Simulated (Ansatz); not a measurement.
Mulliken charges of `[CH3][Sn]([F])([F])[Cl]` from B3LYP/def2-TZVPP in Ansatz (PBE0-D4/def2-TZVP geometry).

```
atom   x (Å)   y (Å)   z (Å)  charge (e)
  C1  -1.021  -0.228   0.624      -0.561
 Sn2   0.747   0.122  -0.466       1.373
  F3   2.154  -1.034   0.088      -0.469
  F4   0.532  -0.301  -2.308      -0.469
 Cl5   1.612   2.247  -0.401      -0.338
  H6  -1.305  -1.269   0.483       0.156
  H7  -0.828  -0.026   1.676       0.154
  H8  -1.800   0.433   0.248       0.154
```

**Question.** By hand: the dipole of these point charges (1 e Å = 4.8032 D).

**Answer.** Σ q r = (-0.814, 0.027, 0.558) e Å, of length 0.987 e Å = 4.74 D.

**Question.** How does the dipole of the full density compare? (Estimate.)

**Answer.** Computed: (-0.721, 0.041, 0.500) e Å, 4.22 D; the point charges give 1.12 times that, at 1° from its direction.

Point charges leave out the atoms' own dipoles, such as those of lone pairs, and Mulliken's split depends on the basis, so the close match here is no proof of good charges.

B3LYP here is the variant with VWN-RPA as its local correlation; programs differ in this.
